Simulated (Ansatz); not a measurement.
Cost and result for the atomization energy of `S=C[SiH2]Br` (7 atoms, 6 bonds).

```xyz
7

S    -2.320   -0.006   -0.490
C    -0.753   -0.101   -0.843
Si    0.454    0.074    0.584
Br    2.547   -0.129   -0.141
H    -0.418   -0.259   -1.871
H     0.194   -0.995    1.572
H     0.296    1.415    1.189
```

The species carries charge 0 and has multiplicity 1. Correlated methods include outer-core shells of Br, which these sets cover unevenly. Scalar relativity is left out up to krypton. The structure was optimised at the PBE0-D4/def2-TZVP level. It is one conformer, not always the lowest. Program: Ansatz. All runs use 2 threads of an Arm Neoverse V1 on a shared host. Times are those of one run each, without the atoms' runs, and a repeat can differ threefold. Electronic energies, without spin–orbit coupling; frozen cores. CCSD(T)/CBS adds CCSD(T) − MP2 in def2-TZVPP to the MP2 limit, and its time is that of the two runs behind it. T1 = 0.012; the RHF reference is unstable towards UHF. With those shells the extrapolation isn't a true limit. B3LYP takes the VWN-RPA correlation (the form of Gaussian; ORCA's B3LYP/G).

CCSD(T)/CBS is a level of theory with its own doubt, some kJ/mol a heavy atom from the limit and from the frozen cores, so smaller differences don't rank the functionals.

```json
{"level": "BLYP-D4/def2-TZVPP", "functions": "205", "wall time": "3.3 s", "atomization (kcal/mol)": "533.1", "difference from CCSD(T)/CBS": "-6.6", "per bond": "-1.1"}
{"level": "PBE-D4/def2-TZVPP (with forces)", "functions": "205", "wall time": "3.9 s", "atomization (kcal/mol)": "546.7", "difference from CCSD(T)/CBS": "7.0", "per bond": "1.2"}
{"level": "PBE0-D4/def2-TZVPP", "functions": "205", "wall time": "5.5 s", "atomization (kcal/mol)": "537.0", "difference from CCSD(T)/CBS": "-2.7", "per bond": "-0.5"}
{"level": "BHLYP-D4/def2-TZVPP", "functions": "205", "wall time": "5.5 s", "atomization (kcal/mol)": "518.8", "difference from CCSD(T)/CBS": "-20.9", "per bond": "-3.5"}
{"level": "CCSD(T)/def2-SVP", "functions": "97", "wall time": "6 s", "atomization (kcal/mol)": "497.8", "difference from CCSD(T)/CBS": "-41.9", "per bond": "-7.0"}
{"level": "r2SCAN-D4/def2-TZVPP (with forces)", "functions": "205", "wall time": "8 s", "atomization (kcal/mol)": "539.8", "difference from CCSD(T)/CBS": "0.1", "per bond": "0.0"}
{"level": "B3LYP-D4/def2-TZVPP (with forces)", "functions": "205", "wall time": "8 s", "atomization (kcal/mol)": "533.7", "difference from CCSD(T)/CBS": "-6.0", "per bond": "-1.0"}
{"level": "B2PLYP/def2-TZVPP", "functions": "205", "wall time": "11 s", "atomization (kcal/mol)": "528.4", "difference from CCSD(T)/CBS": "-11.3", "per bond": "-1.9"}
{"level": "PBE-QIDH/def2-TZVPP", "functions": "205", "wall time": "11 s", "atomization (kcal/mol)": "533.5", "difference from CCSD(T)/CBS": "-6.2", "per bond": "-1.0"}
{"level": "ωB97X-V/def2-TZVPP", "functions": "205", "wall time": "14 s", "atomization (kcal/mol)": "539.0", "difference from CCSD(T)/CBS": "-0.7", "per bond": "-0.1"}
{"level": "MP2/def2-QZVPP", "functions": "376", "wall time": "38 s", "atomization (kcal/mol)": "542.3", "difference from CCSD(T)/CBS": "2.6", "per bond": "0.4"}
{"level": "CCSD(T)/def2-TZVPP", "functions": "205", "wall time": "2.4 min", "atomization (kcal/mol)": "521.2", "difference from CCSD(T)/CBS": "-18.5", "per bond": "-3.1"}
{"level": "CCSD(T)/CBS(def2)", "functions": "–", "wall time": "3.1 min", "atomization (kcal/mol)": "539.7", "difference from CCSD(T)/CBS": "0.0", "per bond": "0.0"}
```

From r2SCAN to r2SCAN0 (25 % exact exchange), in def2-TZVPP and without D4, the atomization energy moves by −10.0 kcal/mol: exact exchange takes away binding that semilocal exchange gives to molecules. The D4 term adds +7.5 kcal/mol with B3LYP and +3.9 kcal/mol with PBE0; it sums over pairs of atoms, weighted by their polarisabilities, and B3LYP, whose exchange is more repulsive, gets the larger term. In def2-TZVPP, CCSD(T) changes the Hartree–Fock value by +139.5 kcal/mol (the triples alone add +11.4 kcal/mol) and MP2 by +149.7 kcal/mol; breaking electron pairs costs correlation energy, which Hartree–Fock lacks.
